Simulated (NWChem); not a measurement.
Species: C2H6In cation; SMILES [CH3][In+][CH3]

```xyz
9

In     0.0000     0.0000     0.0000
C      0.0000     0.0000     2.1253
H     -0.2825    -1.0130     2.4731
H     -0.7361     0.7511     2.4731
H      1.0185     0.2619     2.4731
C      0.0000     0.0000    -2.1253
H      0.7511    -0.7361    -2.4731
H      0.2619     1.0185    -2.4731
H     -1.0130    -0.2825    -2.4731
```
Atoms are numbered in this order, from 1.

The geometry was optimised at PBE-D3(BJ)/def2-SVP. def2 effective core potentials on In; no spin-orbit coupling.

List the 6 lowest vertical singlet excitations from Hartree-Fock/def2-SVP with def2 effective core potentials on In, TDHF (NWChem).


```csv
state,energy (eV),oscillator strength,leading excitation (squared amplitude)
S1,5.96,0.000,HOMO → LUMO (0.97)
S2,5.96,0.000,HOMO → LUMO+1 (0.97)
S3,7.46,1.039,HOMO → LUMO+2 (0.92)
S4,9.41,0.000,HOMO−1 → LUMO+2 (0.61)
S5,9.54,0.286,HOMO−1 → LUMO (0.97)
S6,9.54,0.286,HOMO−1 → LUMO+1 (0.97)
```
